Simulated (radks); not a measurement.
The numbers below are computed, except where a source is named.
Q: Species: Ge25+. Configuration: [He] 2s2 2p3 (the NIST ground configuration). Level of theory: Dirac Kohn-Sham, PBE, spin-unpolarised, spherical densities, finite nucleus; open shells fill j = l - 1/2 first; Fermi nuclear charge, rms radius 4.0742 fm (a radial shooting solver on a logarithmic mesh with Libxc functionals). Some entries of the table are withheld. Estimate them.

| orbital | occ. | eigenvalue (eV) | <r> (bohr) | <r^2> (bohr^2) |
|---|---|---|---|---|
| 1s1/2 | 2 | (1) | 0.04686 | 0.002953 |
| 2s1/2 | 2 | -2650.332 | (2) | (3) |
| 2p1/2 | 2 | (4) | 0.1698 | (5) |
| 2p3/2 | 1 | (6) | 0.1729 | (7) |

A: 
(1) 1s1/2 eigenvalue (eV): -12456.76
(2) 2s1/2 <r> (bohr): 0.1991
(3) 2s1/2 <r^2> (bohr^2): 0.04653
(4) 2p1/2 eigenvalue (eV): -2541.453
(5) 2p1/2 <r^2> (bohr^2): 0.03500
(6) 2p3/2 eigenvalue (eV): -2504.836
(7) 2p3/2 <r^2> (bohr^2): 0.03618
